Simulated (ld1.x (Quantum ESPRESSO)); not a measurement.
**Configuration tests for caesium (TM)**

```json
{"Element": "caesium", "Generator": "ld1.x (Quantum ESPRESSO) 7.5", "Type": "norm-conserving Troullier–Martins (Kleinman–Bylander form)", "Functional": "PBE", "Relativity": "scalar-relativistic", "Frozen core": "[Xe]", "Valence charge": "1", "Reference configuration": "5d0 6s1 6p0", "Partial waves": "6p (bound, empty): rc 4.15 bohr; 5d (bound, empty): rc 4.20 bohr; 6s (bound): rc 4.10 bohr", "Local potential": "the s channel", "Core correction": "none"}
```

Energies are relative to the spin-unpolarised reference configuration 5d0 6s1 6p0; without spin polarisation the order of configurations can differ from experiment.

(1) Give the all-electron excitation energy and the error of the potential for: 5d0 6s0.5 6p0; 5d0 6s0 6p1; 5d1 6s0 6p0; 5d0.5 6s0.5 6p0.

Levels in the configuration 5d0.5 6s0.5 6p0:

```tsv
level	all-electron (eV)	pseudo (eV)
5d	-0.468	-0.506
6s	-2.141	-2.048
```

Note: ghost state, extra bound levels that the all-electron valence spectrum of the same l lacks: p at -105.0 eV. A true bound ghost makes a file unfit for plane-wave use.

Answers

(1)

| valence configuration | charge | ΔE all-electron (eV) | error AE − PS (meV) |
| --- | --- | --- | --- |
| 5d0 6s0.5 6p0 | +0.5 | 1.471 | +16 |
| 5d0 6s0 6p1 | 0 | 1.371 | +93 |
| 5d1 6s0 6p0 | 0 | 1.672 | +134 |
| 5d0.5 6s0.5 6p0 | 0 | 0.843 | +42 |
